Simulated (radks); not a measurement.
The numbers below are computed, except where a source is named.
Tb3+, configuration [Xe] 4f8. Level of theory: Dirac Kohn-Sham, BLYP, spin-unpolarised, spherical densities, point nucleus; open shells fill j = l - 1/2 first (a radial shooting solver on a logarithmic mesh with Libxc functionals).

Spin-orbit splittings of the eigenvalues, e(l+1/2) - e(l-1/2), with zeta = 2 splitting/(2l+1) and mean radii in bohr:

| shell | occ. | splitting (eV) | zeta (eV) | <r> j=l-1/2 | <r> j=l+1/2 |
|---|---|---|---|---|---|
| 2p | 6 | 746.9 | 497.9 | 0.07589 | 0.08284 |
| 3p | 6 | 154.1 | 102.8 | 0.2286 | 0.2418 |
| 3d | 10 | 33.62 | 13.45 | 0.2141 | 0.2182 |
| 4p | 6 | 34.46 | 22.97 | 0.5520 | 0.5821 |
| 4d | 10 | 6.243 | 2.497 | 0.6157 | 0.6263 |
| 4f | 8 | 0.8489 | 0.2426 | 0.8242 | 0.8358 |
| 5p | 6 | 4.834 | 3.223 | 1.446 | 1.535 |
